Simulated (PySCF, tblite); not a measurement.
Isomers of C5H13N2 (doublet state). Level: GFN2-xTB in tblite, geometry and Hessian alike; calculated harmonic values, unscaled, isolated species. Errors from tens to a few hundred cm⁻¹ against measured bands are possible. One conformer each. Open shells enter through the occupations alone, without spin polarisation, and single modes of such species can be off by tens of per cent.

Electronic energies: B3LYP/pcH-1 single points on the GFN2-xTB geometries (PySCF, gas phase).

```
           SMILES  electronic energy, lowest = 0 (kcal/mol)
C[C@@H](CN)C[CH]N                                       0.0
      [CH2]CCNCCN                                      14.4
C[C@@H](CN)CC[NH]                                      18.0
 CC[C@H](C[NH])CN                                      13.6
```

**Question.** How do GFN2-xTB zero-point energies change the relative energies?

**Answer.** 
```tsv
SMILES	ZPE (kcal/mol)	of it from modes above 1550 cm⁻¹	electronic (kcal/mol)	with ZPE, lowest = 0 (kcal/mol)	lowest mode (cm⁻¹)	rings
C[C@@H](CN)C[CH]N	111.6	60.0	0.0	0.0	66	0
CC[C@H](C[NH])CN	111.3	55.8	13.6	13.3	68	0
[CH2]CCNCCN	110.3	59.0	14.4	13.2	28	0
C[C@@H](CN)CC[NH]	111.5	55.1	18.0	17.9	77	0
```

The zero-point energies span 1.3 kcal/mol, from `[CH2]CCNCCN` to `C[C@@H](CN)C[CH]N`. The lowest isomer stays, but the order above it changes.

**Question.** And how do the electronic energies of GFN2-xTB itself compare?

**Answer.** `C[C@@H](CN)C[CH]N` 0.0; `CC[C@H](C[NH])CN` 3.3; `[CH2]CCNCCN` 13.4; `C[C@@H](CN)CC[NH]` 6.6 kcal/mol, lowest = 0. Against the energies above, taken from the same isomer `C[C@@H](CN)C[CH]N`, the largest difference is 11.4 kcal/mol.

**Question.** What do entropy and thermal enthalpy add at 298.15 K and 1 bar (rigid rotor, harmonic oscillator, one conformer each)?

**Answer.** 
```csv
SMILES,point group,symmetry number,S (cal/(mol K)),H − H(0) (kcal/mol),ZPE + H − H(0) − TS (kcal/mol)
C[C@@H](CN)C[CH]N,C1,1,95.4,6.62,89.8
CC[C@H](C[NH])CN,C1,1,90.6,6.03,90.3
[CH2]CCNCCN,C1,1,99.7,6.77,87.4
C[C@@H](CN)CC[NH],C1,1,87.9,5.73,91.0
```

S holds R ln(2S + 1) for the spin.
